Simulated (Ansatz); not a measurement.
Input for Ansatz (a quantum-chemistry and plane-wave program): U-MP2/aug-cc-pV(Q+d)Z on HOS (SMILES O[S]). The basis file is the Basis Set Exchange's JSON of that set.

Ansatz 0.2 input:
```yaml
crystal:
  periodic: [false, false, false]
  atoms:
    - {symbol: O, position_ang: [-0.29058327, -0.08722493, -0.44302404]}
    - {symbol: S, position_ang: [-0.29738112, -0.08926467, 1.19686593]}
    - {symbol: H, position_ang: [0.58796439, 0.17638960, -0.75374188]}
basis:
  gaussian:
    orbitals: aug-cc-pV_Q+d_Z.json
magnetization: {spin_polarized: true, initial_magnetization: 1}
correlation: {method: mp2, electrons: outside_noble_gas}
scf: {omitted_lower_state_checks: [cluster_reference]}
```

Program output:

```
WARN ansatz: RAYON_NUM_THREADS=1 ignored (pool sized by the plan → 1); use --threads N
Functional definition: HF
these checks for a lower state are left out or cut short: cluster_reference
integrals: 0.44 GiB planned
1300 factors; integrals over basis functions are off by at most 1.0e-3 eV
mean field: 0.75 GiB planned
mean field evaluation 1: about -12869.4712 eV, gradient 1.7e1 eV
mean field evaluation 2: about -12869.4716 eV, gradient 1.7e1 eV
mean field evaluation 4: about -12870.6835 eV, gradient 2.8e0 eV
mean field evaluation 8: about -12870.7547 eV, gradient 2.4e-1 eV
mean field evaluation 16: about -12870.3551 eV, gradient 5.1e-2 eV
mean field evaluation 32: about -12870.7177 eV, gradient 2.0e0 eV
mean field -12870.75641823 eV, -472.9915742579 hartree, gradient 7.0e-6 eV, S^2 0.768318; 6 other end points of the search recorded, 0 dependent functions left out
6 core orbitals not correlated
reference -12870.75641823 eV, -472.9915742579 hartree; 7, 6 occupied and 202, 203 virtual orbitals, 1300 factors
second order -11.66511176 eV of doubles, -0.00000000 eV of singles
Total energy: -12882.42152999 eV, -473.4202592083 hartree
Checks for a lower state left out: cluster_reference
```

Self-consistency was reached.

Cost: about 14 core-seconds (a rough figure).
